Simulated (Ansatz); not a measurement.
Geometry optimisation, Ansatz, RKS BHLYP/6-31G*.

The input (input.yaml):

```yaml
crystal:
  periodic: [false, false, false]
  atoms:
    - { symbol: B, position_ang: [-0.080782, 0.588441, -0.499095] }
    - { symbol: H, position_ang: [-0.076401, 0.004399, 1.831258] }
    - { symbol: "N", position_ang: [1.180623, -0.007373, -0.709745] }
    - { symbol: H, position_ang: [1.338211, -0.820418, -1.268408] }
    - { symbol: H, position_ang: [2.011848, 0.499424, -0.482128] }
    - { symbol: "N", position_ang: [-1.303158, -0.082425, -0.767782] }
    - { symbol: H, position_ang: [-1.339126, -0.989977, -1.185746] }
    - { symbol: H, position_ang: [-2.165586, 0.415097, -0.859565] }
    - { symbol: O, position_ang: [-0.068588, 1.885466, 0.009698] }
    - { symbol: H, position_ang: [-0.937615, 2.179594, 0.272624] }
    - { symbol: H, position_ang: [-0.039325, 0.704072, 1.89029] }
basis:
  gaussian: { orbitals: "6-31G*" }
hamiltonian:
  xc: { name: BHLYP }
relax:
  f_tol: 0.03
  max_steps: 50
```

Command:

```bash
$ ansatz run input.yaml --threads 1 --pin off --max-ram 2048MiB --backend cpu --events-out ev --progress --plain --runs-dir out
```

Question: Where does it end, and by what steps?

Answer: The forces met the threshold. The force dipped under the threshold on the way, but the program's further checks kept it going. After 23 steps the energy has fallen by 0.251 eV; H2 moved furthest, 1.90 Å.

```
step  energy less start (eV)  largest force component (eV/Å)  accepted
   0                  0.0000                           1.395       yes
   1                 -0.1332                           0.293       yes
   2                 -0.1806                           0.156       yes
   3                 -0.2017                           0.125       yes
   4                 -0.2106                           0.224       yes
   5                 -0.2222                           0.154       yes
   6                 -0.2294                           0.108       yes
   7                 -0.2291                           0.617        no
   8                 -0.2329                           0.067       yes
   9                 -0.2345                           0.364       yes
  10                 -0.2276                           0.739        no
  11                 -0.2384                           0.160       yes
  12                 -0.2421                           0.032       yes
  13                 -0.2446                           0.099       yes
  14                 -0.2458                           0.207       yes
  15                 -0.2473                           0.137       yes
  16                 -0.2488                           0.051       yes
  17                 -0.2498                           0.070       yes
  18                 -0.2502                           0.092       yes
  19                 -0.2506                           0.055       yes
  20                 -0.2509                           0.030       yes
  21                 -0.2510                           0.027       yes
  22                 -0.2511                           0.045       yes
  23                 -0.2512                           0.023       yes
```

```xyz
11
Properties=species:S:1:pos:R:3
B -0.115 0.434 -0.725
H 0.051 0.868 3.522
N 1.163 -0.032 -1.107
H 1.323 -0.749 -1.783
H 1.984 0.270 -0.624
N -1.298 0.004 -1.386
H -1.290 -0.637 -2.153
H -2.220 0.270 -1.106
O -0.155 1.340 0.316
H -1.030 1.679 0.486
H 0.106 0.930 2.790
```

Whether the end is a true minimum wasn't checked by a vibrational analysis.

The run took 57 s on 1 thread of Intel(R) Xeon(R) Platinum 8488C (Sapphire Rapids), with other jobs on the host, peak memory 0.18 GiB.
